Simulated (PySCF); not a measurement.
Predicted microwave data (CAM-B3LYP/def2-SVPD in PySCF (dipole) on a GFN2-xTB geometry, gas phase) for one isomer of C5H9N2P:

| Property | Result |
| --- | --- |
| Rotational constants | A = 3318, B = 1231, C = 977.1 MHz |
| Dipole components | \|μa\| = 2.50 D, \|μb\| = 0.14 D, \|μc\| = 0.20 D |
| Inertial defect | -45.53 u·Å² |
| κ | -0.78 |

Problem. Which structure is it? (One computed conformer of each.)
A. `[CH3:1][NH:2][P:3]1(=[NH:4])[CH:5]=[CH:6][CH:7]=[CH:8]1` with C1–N2–P3–N4 -47°
B. `c1(C)pc(n(C)n1)C`
C. `[CH3:1][CH2:2][n:3]1[cH:4][p:5][c:6]([CH3:7])[n:8]1` with C1–C2–N3–C4 -81°

Solution. C. It is CCn1cpc(C)n1, an asymmetric top, point group C1. The candidates at the same level (rigid rotor, commonest isotopes):

```
         SMILES  A (MHz)  B (MHz)  C (MHz)  μa (D)  μb (D)  μc (D)  Δ (u·Å²)  point group                        rotor
 Cc1nn(C)c(C)p1     2886     1570     1036    2.67    0.74    0.00     -9.45           Cs               asymmetric top
CNP1(=N)C=CC=C1     3217     1400     1320    1.95    1.43    1.12   -135.15           C1  near-prolate asymmetric top
   CCn1cpc(C)n1     3318     1231    977.1    2.50    0.14    0.20    -45.53           C1               asymmetric top
```

`CNP1(=N)C=CC=C1` has C 35 % too high; `Cc1nn(C)c(C)p1` has B 27 % too high. No structure here is proved a minimum.
